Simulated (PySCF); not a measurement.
**Unknown compound**

An unknown has the formula C4H7BF2. Its calculated NMR data are:

$^{1}$H NMR (600 MHz, computed): δ 4.96 (quint, J = 2.0 Hz, 1H), 4.92 (sept, J = 1.5 Hz, 1H), 1.97 (t, J = 1.7 Hz, 3H), 1.96 (td, J = 8.4, 1.4 Hz, 2H).

$^{13}$C{$^{1}$H} NMR (computed): δ 142.2 (C), 112.0 (CH2), 26.4 (CH3), 26.1 (CH2, t, J = 29.1 Hz).

- J: B3LYP/pcJ-1 (spin–dipole term only in couplings to heteroatoms)
- KT3/pcSseg-2 with gauge-including orbitals
- coordinates at the PBE0-D3(BJ)/def2-SVP level
- program: PySCF 2.14
- one conformer, no solvent, non-relativistic, fast rotation and ring inversion assumed for equivalent nuclei

References, each an isolated molecule treated in the same way: TMS for $^{1}$H (31.35 ppm), $^{13}$C (181.31 ppm).

**Question.** Propose a structure and justify it.

**Answer.** 
4 carbon signals for 4 carbons: no two carbons are equivalent. Carbon types of the structure: 1 × C, 2 × CH2, 1 × CH3, which accounts for all hydrogens. δC 142.2: fully substituted alkene carbon; an sp2 carbon of a C=C bond. δC 112.0: terminal =CH2 carbon; an sp2 carbon of a C=C bond. δC 26.4: allylic methyl carbon; saturated and bonded to C and H only. δC 26.1: allylic sp3 CH2 bonded to B. δH 4.96, 4.92: hydrogen on a terminal =CH2 carbon; a vinylic proton, deshielded by the sp2 carbon and the C=C anisotropy. δH 1.97: hydrogen on an allylic methyl carbon; allylic position. δH 1.96: hydrogen on an allylic sp3 CH2 bonded to B; allylic position.

Structure: `InChI=1S/C4H7BF2/c1-4(2)3-5(6)7/h1,3H2,2H3`.

The shifts were computed for this structure.

A carbon bonded to boron is broadened by the quadrupolar boron nucleus and is often missing from a measured spectrum. C–F couplings over four or more bonds (about 3 Hz to the para carbon of a fluoroarene) are left out. Multiplet labels drop couplings under 1 Hz and merge nearly equal ones. Shifts are as computed, not scaled to solution data. Of 1313 compounds with measured shifts, 239 miss one by over three times the rms of a fit or turn the order of signals round; such compounds aren't used in these exercises. Vicinal couplings across rotatable single bonds and in flexible rings belong to the one computed conformer; a conformer average would change them.
